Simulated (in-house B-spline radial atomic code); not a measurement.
Atomic self-consistent-field run: Rb VIII (Rb7+). Level of theory: Dirac-Hartree-Fock, average of configuration, Fermi nucleus of rms radius 4.2036 fm; calculated with an all-electron radial atomic-structure program (B-spline basis).

Command:
```bash
python run_scf.py task.json out
```
Settings (nuclear radius in fm, mass in u):
```
Z                37
configuration    [Ar] 3d10 4s2
hamiltonian      dirac
method           hf
spin_polarised   False
nucleus          fermi
rms_radius       4.2036
atomic_mass      84.91179
speed_of_light   137.035999084
```

Output (hartree, bohr):
```
 radial grid: 66 intervals, B-splines of order 8, outer radius 13.5065 bohr

 iter        energy (Eh)    residual
    1       -2949.164976    9.67e-01
    2       -2962.245598    6.09e-01
    3       -2965.957007    1.75e-01
    4       -2966.266524    4.88e-02
    5       -2966.286128    2.10e-02
    6       -2966.291611    1.04e-03
    7       -2966.291620    2.05e-04
    8       -2966.291620    1.04e-05
    9       -2966.291620    2.56e-07

 total energy                     -2966.29162
 kinetic                            3052.1179
 electron-nucleus                  -7042.7285
 electron-electron                  1024.3189

 first-order corrections (not in the total)
   Gaunt                             1.7289
   retardation                      -0.1663
   frequency dependence             -0.0084
   self-energy                       1.1636
   Uehling                          -0.1221
   Wichmann-Kroll                    0.0015
   recoil                            0.0138

 orbital      occ     eigenvalue          <r>       <r^2>       <1/r>       <r^4>       r_max    small
 1s1/2      2.000      -566.3241    0.0402757  0.00218574     37.8823  1.2351e-05     0.02629  1.81e-02
 2s1/2      2.000       -81.5998     0.176989   0.0370018     8.53441   0.0023761      0.1493  3.64e-03
 2p1/2      2.000       -74.1191     0.152276   0.0284635     8.46779  0.00163838      0.1174  3.60e-03
 2p3/2      4.000       -71.8652     0.156304   0.0298631     8.16038  0.00178664      0.1207  3.51e-03
 3s1/2      2.000       -16.5562     0.505521    0.292939     2.84315    0.133542      0.4492  9.09e-04
 3p1/2      2.000       -13.7964     0.508146    0.301048     2.72096    0.149437      0.4405  8.50e-04
 3p3/2      4.000       -13.4408     0.517712    0.312262     2.65084    0.160499      0.4489  8.28e-04
 3d3/2      4.000        -8.6706      0.51318    0.318945     2.42505    0.200607      0.3921  7.13e-04
 3d5/2      6.000        -8.6099     0.516679    0.323157      2.4063    0.205674      0.3947  7.06e-04
 4s1/2      2.000        -4.8078      1.29305     1.87216     1.03235     5.03633       1.184  1.98e-04

 Slater integrals (Eh)
   F0(3d3/2,3d3/2)               1.777592
   F2(3d3/2,3d3/2)               0.865304
   F0(3d3/2,3d5/2)               1.771498
   F2(3d3/2,3d5/2)               0.862720
   G2(3d3/2,3d5/2)               0.860542
   G4(3d3/2,3d5/2)               0.544596
   F0(3d3/2,4s1/2)               0.873376
   G2(3d3/2,4s1/2)               0.076922
   F0(3d5/2,3d5/2)               1.765473
   F2(3d5/2,3d5/2)               0.860211
   F4(3d5/2,3d5/2)               0.544387
   F0(3d5/2,4s1/2)               0.872634
   G2(3d5/2,4s1/2)               0.077702
   F0(4s1/2,4s1/2)               0.694714
```


For the Dirac Hamiltonian the kinetic term is c α·p + (β - 1)c².
